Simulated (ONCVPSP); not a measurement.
**Reading a pseudo-wave (platinum (Pt))**

Columns: radius, all-electron u(r) and pseudo u(r) of the 5d shell (level -6.14 eV) of platinum in the configuration [Kr] 4d10 4f14 5s2 5p6 5d9 6s1; PBE, scalar-relativistic, ONCV scheme, ONCVPSP 4.0.1.

```
r (bohr)  all-electron  pseudo
   0.110        0.2623  0.0030
   0.220       -0.1007  0.0232
   0.330       -0.3832  0.0727
   0.440       -0.3112  0.1560
   0.550       -0.0602  0.2683
   0.660        0.2181  0.3979
   0.770        0.4543  0.5292
   0.880        0.6284  0.6470
   0.990        0.7426  0.7398
   1.100        0.8071  0.8017
   1.210        0.8339  0.8324
   1.320        0.8337  0.8361
   1.430        0.8152  0.8192
   1.540        0.7849  0.7885
   1.650        0.7475  0.7498
   1.760        0.7063  0.7074
   1.870        0.6636  0.6639
   1.980        0.6208  0.6208
   2.090        0.5789  0.5789
   2.200        0.5386  0.5386
   2.310        0.5002  0.5002
   2.420        0.4640  0.4639
   2.530        0.4299  0.4299
   2.640        0.3981  0.3980
   2.750        0.3683  0.3683
   2.860        0.3407  0.3406
```

(1) How many radial nodes do the two functions have?

(2) At about which radius was the pseudo-wave matched?

(3) Where does each function peak?

(4) Is the pseudo-wave norm-conserving?

Results:

(1) The all-electron 5d function has n − l − 1 = 2; the pseudo-wave has 0, since the states of the same l below it are removed with the core.

(2) 2.20 bohr. The columns agree to 0.0005 from 1.87 bohr on; several derivatives are matched, so the curves merge somewhat inside the radius.

(3) Outermost all-electron maximum near 1.21 bohr, pseudo maximum near 1.32 bohr (to the table’s step).

(4) Yes: the ONCV scheme keeps the norm inside the radius equal to the all-electron one, which fixes the energy derivative of the logarithmic derivative at the level.
